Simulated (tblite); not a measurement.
pivalic acid (C₅H₁₀O₂), singlet, at a GFN2-xTB geometry; GFN1-xTB in tblite.

The tblite input:
```
$ tblite run mol.xyz --method gfn1 --charge 0 --spin 0 --grad --json tblite.json --no-restart

# file mol.xyz
17

C     -0.87672670     0.24345342     1.51819403
C     -0.55370175     0.14503550     0.02301938
C     -1.51751436    -0.81736050    -0.66854879
C     -0.62795616     1.53304407    -0.62312062
C      0.86734031    -0.37620254    -0.12580056
O      1.77006440     0.42386387     0.46090879
O      1.18995166    -1.38384948    -0.69516848
H     -0.18253916     0.91720958     2.01363029
H     -1.88755873     0.62177436     1.65096005
H     -0.80942748    -0.73541171     1.98815157
H     -2.53869621    -0.45806602    -0.57080376
H     -1.44749951    -1.80722078    -0.22507995
H     -1.27334851    -0.90444702    -1.72410032
H      0.06775485     2.21469776    -0.14079788
H     -0.38309839     1.47461697    -1.68151429
H     -1.63501299     1.93093519    -0.52285011
H      2.66064960     0.05797695     0.34402125
```

**Question.** Predict the main parts of the log of this tblite run.

**Answer.** 
```
xTB calculator
 | screened Coulomb repulsion
 | Coulomb electrostatics
 |  * isotropic Klopman-Ohno-Mataga-Nishimoto electrostatics
 |  * onsite third-order electrostatics
 | DFT-D3(BJ) dispersion correction

halogen bonding energy    0.0000000000000E+00 Eh
repulsion energy          2.7558369115793E-01 Eh
dispersion energy        -6.7451069774779E-03 Eh
number of electrons       4.2000000000000E+01 e
integral cutoff           1.9731147476801E+01 bohr

------------------------------------------------------------
  cycle        total energy    energy error   density error
------------------------------------------------------------
      1     -25.07243647089  -2.5341275E+01   6.2962301E-01
      2     -25.39412646887  -3.2169000E-01   3.3819255E-01
      3     -25.39870619753  -4.5797287E-03   1.3370541E-01
      4     -25.39943767481  -7.3147727E-04   1.8653203E-02
      5     -25.40003644388  -5.9876907E-04   7.7223343E-03
      6     -25.40028649892  -2.5005504E-04   6.5991644E-04
      7     -25.40028720485  -7.0593602E-07   7.5264413E-05
      8     -25.40028721269  -7.8353146E-09   3.5910811E-05
      9     -25.40028721508  -2.3927598E-09   6.6745220E-06
------------------------------------------------------------

electronic energy        -2.5669125799263E+01 Eh
total energy             -2.5400287215083E+01 Eh

Post processing:
 | Mayer-Wiberg bond orders

[Info] Tight-binding results written to 'tblite.txt'
[Info] JSON dump of results written to 'tblite.json'
```
